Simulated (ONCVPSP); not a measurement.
**Scattering properties, ONCV potential for oxygen (O)**

- Element: oxygen
- Generator: ONCVPSP 4.0.1
- Type: optimised norm-conserving Vanderbilt (ONCV)
- Functional: BLYP
- Relativity: scalar-relativistic
- Frozen core: [He]
- Valence charge: 6
- Reference configuration: 2s1.5 2p4.5
- Partial waves: 2s: rc 1.00 bohr, ncon 5, nbas 8, qcut 8.3 1/bohr, 2 projectors, debl 2.9 Ha; 2p: rc 1.15 bohr, ncon 4, nbas 8, qcut 9.4 1/bohr, 2 projectors, debl 1.1 Ha
- Local potential: polynomial inside 0.75 bohr (lpopt 5, dvloc0 0 Ha)
- Core correction: Teter function, fcfact 2.75, rcfact 1.15

The phase is arctan(r·R′/R) of the radial function R(r), unwrapped; energies in Ha, scanned from -2 to 5 Ha. A pole is an energy at which the radial function vanishes at the test radius. The pseudo phase is shifted by a multiple of π to meet the all-electron one at the reference energy, and phase errors are pseudo minus all-electron; the curves can meet again beyond the range given. Levels narrower than the energy grid can be missing from the lists of poles.

```csv
channel,radius (bohr),reference energy (Ha),"poles, all-electron","poles, pseudo",unbroken range about the reference energy with phases within 0.05 rad,phase error 1 Ha above the reference energy (rad)
s,1.01,-0.88,3.36,3.36,the whole range,-0.000
p,1.16,-0.34,1.54,1.54,the whole range,-0.000
```

Phases in the p channel:

```json
{"E (Ha)": "-1.98", "all-electron": "0.523", "pseudo": "0.523"}
{"E (Ha)": "-1.62", "all-electron": "0.251", "pseudo": "0.251"}
{"E (Ha)": "-1.26", "all-electron": "-0.118", "pseudo": "-0.118"}
{"E (Ha)": "-0.90", "all-electron": "-0.517", "pseudo": "-0.517"}
{"E (Ha)": "-0.54", "all-electron": "-0.848", "pseudo": "-0.848"}
{"E (Ha)": "-0.18", "all-electron": "-1.083", "pseudo": "-1.083"}
{"E (Ha)": "0.18", "all-electron": "-1.245", "pseudo": "-1.245"}
{"E (Ha)": "0.54", "all-electron": "-1.362", "pseudo": "-1.362"}
{"E (Ha)": "0.90", "all-electron": "-1.451", "pseudo": "-1.451"}
{"E (Ha)": "1.26", "all-electron": "-1.522", "pseudo": "-1.522"}
{"E (Ha)": "1.62", "all-electron": "-1.583", "pseudo": "-1.583"}
{"E (Ha)": "1.98", "all-electron": "-1.639", "pseudo": "-1.639"}
{"E (Ha)": "2.34", "all-electron": "-1.692", "pseudo": "-1.692"}
{"E (Ha)": "2.70", "all-electron": "-1.745", "pseudo": "-1.745"}
{"E (Ha)": "3.06", "all-electron": "-1.802", "pseudo": "-1.802"}
{"E (Ha)": "3.42", "all-electron": "-1.867", "pseudo": "-1.867"}
{"E (Ha)": "3.78", "all-electron": "-1.944", "pseudo": "-1.944"}
{"E (Ha)": "4.14", "all-electron": "-2.042", "pseudo": "-2.041"}
{"E (Ha)": "4.50", "all-electron": "-2.173", "pseudo": "-2.172"}
{"E (Ha)": "4.86", "all-electron": "-2.357", "pseudo": "-2.356"}
```
